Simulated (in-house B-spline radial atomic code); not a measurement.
Response and correlation along the 30-electron series, closed shell [Ar] 3d10 4s2; the second-order energy is extrapolated in partial waves. Computed with an all-electron radial atomic-structure program (B-spline basis): relativistic RPA and second-order many-body perturbation theory on Dirac-Hartree-Fock.

| ion | Z | dipole polarisability (bohr³) | quadrupole polarisability (bohr⁵) | ratio of RPA to uncoupled dipole | second order correlation energy (Eh) | C6 of two such ions (Eh bohr⁶) |
| --- | --- | --- | --- | --- | --- | --- |
| Zn | 30 | 50.808 | 431.83 | 1.3625 | -1.7124 | 402.13 |
| Ga+ | 31 | 21.261 | 90.605 | 1.241 | -1.6937 | 113.43 |
| Ge2+ | 32 | 12.002 | 33.114 | 1.1911 | -1.6827 | 48.641 |
| As3+ | 33 | 7.747 | 15.495 | 1.1639 | -1.6768 | 25.228 |
| Se4+ | 34 | 5.4023 | 8.3501 | 1.1468 | -1.6744 | 14.622 |
| Br5+ | 35 | 3.9642 | 4.9327 | 1.1349 | -1.6742 | 9.125 |
| Kr6+ | 36 | 3.0167 | 3.1096 | 1.1262 | -1.6756 | 6.0063 |
| Rb7+ | 37 | 2.3597 | 2.0579 | 1.1195 | -1.6779 | 4.1171 |
| Sr8+ | 38 | 1.886 | 1.4145 | 1.1142 | -1.681 | 2.914 |
| Zr10+ | 40 | 1.2657 | 0.7283 | 1.1063 | -1.6885 | 1.5717 |
| Nb11+ | 41 | 1.0572 | 0.54048 | 1.1033 | -1.6926 | 1.1886 |
| Mo12+ | 42 | 0.89231 | 0.40839 | 1.1007 | -1.6968 | 0.91324 |
| Tc13+ | 43 | 0.75995 | 0.31343 | 1.0984 | -1.7012 | 0.71139 |
| Ru14+ | 44 | 0.65235 | 0.24385 | 1.0964 | -1.7056 | 0.56093 |
| Rh15+ | 45 | 0.5639 | 0.19201 | 1.0946 | -1.71 | 0.44707 |

Q: How fast does the dipole polarisability fall along the series?

A: From 50.81 to 0.5639 bohr³; a fit of its logarithm against log Z from Z = 30 to 45 has slope -10.02.
